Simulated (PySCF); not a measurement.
Q: What does the PBE0-D3(BJ)/def2-SVP structure of `C=C(C#CC(=O)O)C(Cl)(Cl)CCl` look like in three dimensions?

A: 
```xyz
17
C7H5Cl3O2 angstrom
C     -0.8749   -1.5171    1.7266
C     -0.6682   -0.8122    0.6048
C      0.6316   -0.3437    0.2529
C      1.7176    0.0948   -0.0706
C      2.9494    0.6936   -0.5362
O      3.0031    1.4753   -1.4495
O      4.0110    0.2869    0.1634
C     -1.7591   -0.4368   -0.3878
Cl    -3.3755   -0.9020    0.1872
Cl    -1.4232   -1.3074   -1.9298
C     -1.7548    1.0455   -0.7455
Cl    -2.0009    2.0598    0.6875
H     -0.0371   -1.7581    2.3831
H     -1.8760   -1.8539    1.9990
H      4.7800    0.7387   -0.2189
H     -0.7833    1.3035   -1.1880
H     -2.5560    1.2447   -1.4678
```

Any rigid rotation of these coordinates is as good. Atoms count from 1 in this order. The C–Cl distances run from 1.773 Å (C11–Cl12, drawn single) to 1.802 Å (C8–Cl10, drawn single), a spread of 0.029 Å. O7 (acid hydroxyl oxygen) is bent (angle 106.4°). The C–C distances run from 1.215 Å (C3≡C4, drawn triple) to 1.525 Å (C8–C11, drawn single), a spread of 0.310 Å. The C–O distances run from 1.203 Å (C5=O6, drawn double) to 1.335 Å (C5–O7, drawn single), a spread of 0.132 Å.

Bonds between heavy atoms (Å): C1=C2 1.341, C2–C3 1.426, C3≡C4 1.215, C4–C5 1.447, C5=O6 1.203, C5–O7 1.335, C2–C8 1.522, C8–Cl9 1.778, C8–Cl10 1.802, C8–C11 1.525, C11–Cl12 1.773.

Level of theory: PySCF 2.14.0, PBE0-D3(BJ)/def2-SVP geometry optimisation, gas phase.

Point group: C1 (no symmetry element, even within 0.4 Å). No frequency check. One conformer, not necessarily the lowest (C4–C5–O7–H 180°, C1–C2–C8–Cl9 6°, C2–C8–C11–Cl12 -60°).

On AMD EPYC 7R13, 2 threads (shared host), this took 1.7 min wall, 4.3 min CPU and 1.2 GiB of memory at its peak. That covers the optimisation of the geometry.
